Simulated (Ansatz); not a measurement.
Diatomic GeO, closed-shell singlet (the spin of the measured ground state). No spin–orbit coupling. Ge is treated without relativity.

The constants come from a fifth-degree fit in 1/R (seven points, main isotopes). In def2 and cc sets the state is the lowest found near the PBE0 minimum, followed along R. The singlet is held restricted.

Correlated levels freeze the inner cores; with def2 sets outer-core shells near the valence are correlated too. CBS: X⁻³ extrapolation of the correlation energy, Hartree–Fock from the larger set.

The values were computed with Ansatz (Gaussian basis) for Hartree–Fock, density functionals and correlated methods. 

Quantity: r_e, from seven points a level.

Costs are ratios of core time to PBE/def2-TZVPP (roughly 5 s), for whole runs (searches for the state included, and forces where a run took them) on one shared machine, so rough; each error counts from the measured 1.6246 Å [microwave values compiled in ACS Omega 2, 8373 (2017)].

| level | basis functions | cost | error (Å) |
|---|---|---|---|
| SVWN5/def2-TZVPP | 79 | ×0.9 | 0.003 |
| PBE/def2-TZVPP | 79 | ×1 | 0.023 |
| B3LYP/def2-TZVPP | 79 | ×1 | 0.008 |
| PBE0/def2-TZVPP | 79 | ×1 | -0.002 |
| BHLYP/def2-TZVPP | 79 | ×1 | -0.015 |
| CAM-B3LYP/def2-TZVPP | 79 | ×2 | -0.006 |
| B97M-V/def2-TZVPP | 79 | ×2 | 0.000 |
| wB97X-V/def2-TZVPP | 79 | ×3 | -0.007 |
| wB97M-V/def2-TZVPP | 79 | ×3 | -0.005 |
| CCSD(T)/def2-TZVPP | 79 | ×4 | 0.012 |
| CCSD(T)/def2-QZVPP | 146 | ×20 | 0.003 |
| CCSD(T)/CBS(def2-TZVPP, def2-QZVPP) | - | ×20 | 0.000 |

With a budget of 10 times the cost of PBE/def2-TZVPP, the closest level: B97M-V/def2-TZVPP, at 0.000 Å; next is PBE0/def2-TZVPP at -0.002 Å.

What the step from CCSD(T)/def2-TZVPP to CCSD(T)/def2-QZVPP costs and buys: 79 to 146 functions, cost ×5 (rough); the error goes from 0.012 to 0.003 Å.

Ansatz is a first-principles code.
